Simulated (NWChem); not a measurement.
# silicon monosulfide (SiS, singlet); SMILES [Si]=S

```xyz
2

Si     0.0000     0.0000     1.0317
S      0.0000     0.0000    -0.8983
```
Atoms are numbered in this order, from 1.

Results from NWChem. Low-valent species are run as closed-shell singlets; no triplet was tried in these runs. Coordinates come from a PBE0-D3(BJ)/def2-TZVP optimisation. Level: PBE/def2-SVP with SMD (1 M gas to 1 M solution), gas-phase geometry. Reactions with the solvent are ignored.

Task: Order these by “solvation free energy (kcal/mol)”, lowest first: dichloromethane; ethylene glycol; N,N-dimethylformamide; water.

Result: dichloromethane (-3.2), N,N-dimethylformamide (-2.7), ethylene glycol (-2.0), water (-1.4)
